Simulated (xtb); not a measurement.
C5H5N, charge +1, doublet, from a rough starting geometry (a state made from the parent by changing its charge; the spin is typed, not shown lowest); GFN2-xTB (xtb).

The xtb input:
```
$ xtb mol.xyz --gfn 2 --chrg 1 --uhf 1 --opt vtight --json

# file mol.xyz
11

C     -0.35761242     1.11021293     0.06948830
C     -1.32137365     0.08375017    -0.09065257
C     -0.74007393    -1.18770258    -0.21030395
N      0.54855741    -1.50697311    -0.05758659
C      1.35811927    -0.46842493     0.16595375
C      0.96551924     0.85674272     0.14819323
H     -0.72225771     2.10110612     0.05664901
H     -2.30607403     0.24560471    -0.28166318
H     -1.40472560    -2.09812041    -0.33432056
H      2.41688960    -0.76433973     0.28077251
H      1.69441243     1.63841202     0.38297871
```

### Question
Predict the main parts of the log of this xtb run.

### Answer

```
   ID    Z sym.   atoms
    1    6 C      1-3, 5, 6
    2    7 N      4
    3    1 H      7-11

           -------------------------------------------------
          |                Calculation Setup                |
           -------------------------------------------------

           -------------------------------------------------
          |                 G F N 2 - x T B                 |
           -------------------------------------------------

          ...................................................
          :                      SETUP                      :
          :.................................................:
          :  # basis functions                  29          :
          :  # atomic orbitals                  29          :
          :  # shells                           17          :
          :  # electrons                        29          :
          :  max. iterations                   250          :
          :  Hamiltonian                  GFN2-xTB          :
          :  restarted?                      false          :
          :  GBSA solvation                  false          :
          :  PC potential                    false          :
          :  electronic temp.          300.0000000     K    :
          :  accuracy                    1.0000000          :
          :  -> integral cutoff          0.2500000E+02      :
          :  -> integral neglect         0.1000000E-07      :
          :  -> SCF convergence          0.1000000E-05 Eh   :
          :  -> wf. convergence          0.1000000E-03 e    :
          :  Broyden damping             0.4000000          :
          :  net charge                          1          :
          :  unpaired electrons                  1          :
          ...................................................

 iter      E             dE          RMSdq      gap      omega  full diag
   1    -15.8200913 -0.158201E+02  0.560E+00    3.13       0.0  T
   2    -15.8434080 -0.233168E-01  0.414E+00    3.87       1.0  T
   3    -15.8948498 -0.514417E-01  0.240E+00    3.46       1.0  T
   4    -15.9016822 -0.683239E-02  0.106E+00    3.71       1.0  T
   5    -15.9192142 -0.175321E-01  0.147E-01    3.63       1.0  T
   6    -15.9193580 -0.143805E-03  0.744E-02    3.65       1.0  T
   7    -15.9193889 -0.308671E-04  0.405E-02    3.65       1.0  T
   8    -15.9193949 -0.601805E-05  0.154E-02    3.65       2.0  T
   9    -15.9193978 -0.283929E-05  0.584E-03    3.65       5.2  T
  10    -15.9193981 -0.338208E-06  0.169E-03    3.65      17.8  T
  11    -15.9193981 -0.284809E-07  0.344E-04    3.65      87.7  T
  12    -15.9193981 -0.605569E-09  0.148E-04    3.65     204.2  T

   *** convergence criteria satisfied after 12 iterations ***

         :::::::::::::::::::::::::::::::::::::::::::::::::::::
         ::                     SUMMARY                     ::
         :::::::::::::::::::::::::::::::::::::::::::::::::::::
         :: total energy             -15.634740716697 Eh    ::
         :: gradient norm              0.169646834423 Eh/a0 ::
         :: HOMO-LUMO gap              3.648109446424 eV    ::
         ::.................................................::
         :: SCC energy               -15.919393749154 Eh    ::
         :: -> isotropic ES            0.104517332103 Eh    ::
         :: -> anisotropic ES         -0.018276134724 Eh    ::
         :: -> anisotropic XC          0.014666689846 Eh    ::
         :: -> dispersion             -0.006116516719 Eh    ::
         :: repulsion energy           0.284653032457 Eh    ::
         :: add. restraining           0.000000000000 Eh    ::
         :: total charge               1.000000000368 e     ::
         :::::::::::::::::::::::::::::::::::::::::::::::::::::

      -----------------------------------------------------------
     |                   =====================                   |
     |                        A N C O P T                        |
     |                   =====================                   |
     |               Approximate Normal Coordinate               |
     |                Rational Function Optimizer                |
      -----------------------------------------------------------
      -----------------------------------------------------------
     |                   =====================                   |
     |                        A N C O P T                        |
     |                   =====================                   |
     |               Approximate Normal Coordinate               |
     |                Rational Function Optimizer                |
      -----------------------------------------------------------

          ...................................................
          :                      SETUP                      :
          :.................................................:
          :   optimization level         verytight          :
          :   max. optcycles                   220          :
          :   ANC micro-cycles                  20          :
          :   degrees of freedom                27          :
          :.................................................:
          :   RF solver                   davidson          :
          :   write xtbopt.log                true          :
          :   linear?                        false          :
          :   energy convergence         0.1000000E-06 Eh   :
          :   grad. convergence          0.2000000E-03 Eh/α :
          :   maxmium RF displ.          1.0000000          :
          :   Hlow (freq-cutoff)         0.1000000E-01      :
          :   Hmax (freq-cutoff)         5.0000000          :
          :   S6 in model hess.         20.0000000          :
          ...................................................

generating ANC from exact Hessian ...
Using Lindh-Hessian (1995)
 Shifting diagonal of input Hessian by    0.0000000000000000
 Lowest  eigenvalues of input Hessian
[...]
 * total energy  :   -15.6347407 Eh     change       -0.3922196E-10 Eh
 * total energy  :   -15.6530497 Eh     change       -0.1830901E-01 Eh
 * total energy  :   -15.6572965 Eh     change       -0.4246814E-02 Eh
 * total energy  :   -15.6575597 Eh     change       -0.2631371E-03 Eh
 * total energy  :   -15.6575964 Eh     change       -0.3670579E-04 Eh
 * total energy  :   -15.6576012 Eh     change       -0.4786569E-05 Eh
 * total energy  :   -15.6576028 Eh     change       -0.1623971E-05 Eh
 * total energy  :   -15.6576030 Eh     change       -0.1616996E-06 Eh
 * total energy  :   -15.6576030 Eh     change       -0.2123295E-07 Eh
   *** GEOMETRY OPTIMIZATION CONVERGED AFTER 9 ITERATIONS ***
         :: total energy             -15.657602982799 Eh    ::
[...]
         :: -> anisotropic ES         -0.019080583417 Eh    ::
         :: -> anisotropic XC          0.016555518110 Eh    ::
         :: -> dispersion             -0.006122840960 Eh    ::
         :: repulsion energy           0.295332350742 Eh    ::
         :: add. restraining           0.000000000000 Eh    ::
         :: total charge               1.000000000000 e     ::
         :::::::::::::::::::::::::::::::::::::::::::::::::::::

           -------------------------------------------------
          |                Property Printout                |
           -------------------------------------------------

    * Orbital Energies and Occupations

         #    Occupation            Energy/Eh            Energy/eV
      -------------------------------------------------------------
         1        2.0000           -0.9117104             -24.8089
       ...           ...                  ...                  ...
         3        2.0000           -0.8636264             -23.5005
         4        2.0000           -0.8220614             -22.3694
         5        2.0000           -0.8127226             -22.1153
         6        2.0000           -0.7662933             -20.8519
         7        2.0000           -0.7559944             -20.5717
         8        2.0000           -0.7515263             -20.4501
         9        2.0000           -0.7206492             -19.6099
        10        2.0000           -0.7108724             -19.3438
        11        2.0000           -0.6944037             -18.8957
        12        2.0000           -0.6695862             -18.2204
        13        2.0000           -0.6635426             -18.0559
        14        2.0000           -0.6496165             -17.6770
        15        1.0000           -0.6099219             -16.5968 (HOMO)
        16                         -0.4760605             -12.9543 (LUMO)
        17                         -0.4716003             -12.8329
        18                         -0.3378184              -9.1925
        19                         -0.0982911              -2.6746
        20                         -0.0833187              -2.2672
        21                         -0.0471100              -1.2819
        22                         -0.0439783              -1.1967
        23                         -0.0193871              -0.5275
        24                          0.1148034               3.1240
        25                          0.1578743               4.2960
        26                          0.1802874               4.9059
       ...                                ...                  ...
        29                          0.4233767              11.5207
      -------------------------------------------------------------
                  HL-Gap            0.1338614 Eh            3.6426 eV
             Fermi-level           -0.5863802 Eh          -15.9562 eV

     #   Z          covCN         q      C6AA      α(0)
     1   6 C        2.931     0.016    27.655     8.624
     2   6 C        2.922     0.007    27.857     8.655
     3   6 C        2.884     0.071    26.407     8.425
     4   7 N        1.866     0.050    21.039     6.799
     5   6 C        2.884     0.071    26.407     8.425
     6   6 C        2.922     0.007    27.857     8.655
     7   1 H        0.925     0.160     1.327     1.802
     8   1 H        0.926     0.144     1.430     1.870
     9   1 H        0.925     0.164     1.299     1.782
    10   1 H        0.925     0.164     1.299     1.782
    11   1 H        0.926     0.144     1.430     1.870

 Mol. C6AA /au·bohr⁶  :       1330.760077
 Mol. C8AA /au·bohr⁸  :      33128.409605
 Mol. α(0) /au        :         58.688914

Wiberg/Mayer (AO) data.
largest (>0.10) Wiberg bond orders for each atom

 ---------------------------------------------------------------------------
     #   Z sym  total        # sym  WBO       # sym  WBO       # sym  WBO
 ---------------------------------------------------------------------------
     1   6 C    3.980 --     6 C    1.458     2 C    1.458     7 H    0.888
                             4 N    0.124
     2   6 C    3.959 --     1 C    1.458     3 C    1.327     8 H    0.930
                             5 C    0.131
     3   6 C    3.952 --     4 N    1.518     2 C    1.327     9 H    0.905
                             6 C    0.131
     4   7 N    3.418 --     5 C    1.519     3 C    1.518     1 C    0.124
     5   6 C    3.952 --     4 N    1.519     6 C    1.326    10 H    0.904
                             2 C    0.131
     6   6 C    3.959 --     1 C    1.458     5 C    1.326    11 H    0.930
                             3 C    0.131
     7   1 H    0.972 --     1 C    0.888
     8   1 H    0.979 --     2 C    0.930
     9   1 H    0.972 --     3 C    0.905
    10   1 H    0.972 --     5 C    0.904
    11   1 H    0.979 --     6 C    0.930
 ---------------------------------------------------------------------------

Topologies differ in total number of bonds
Writing topology from bond orders to xtbtopo.mol

molecular dipole:
                 x           y           z       tot (Debye)
 q only:        0.044      -0.060       0.020
   full:        0.028      -0.015       0.022       0.098
molecular quadrupole (traceless):
                xx          xy          yy          xz          yz          zz
 q only:        6.055       1.279       2.617       2.073       1.081      -8.672
  q+dip:        8.014       1.669       3.531       2.750       1.440     -11.545
   full:        6.340       1.470       2.423       2.138       1.100      -8.763

optimized geometry written to: xtbopt.xyz

           -------------------------------------------------
          | TOTAL ENERGY              -15.657602982799 Eh   |
          | GRADIENT NORM               0.000050228043 Eh/α |
          | HOMO-LUMO GAP               3.642555175127 eV   |
           -------------------------------------------------
```
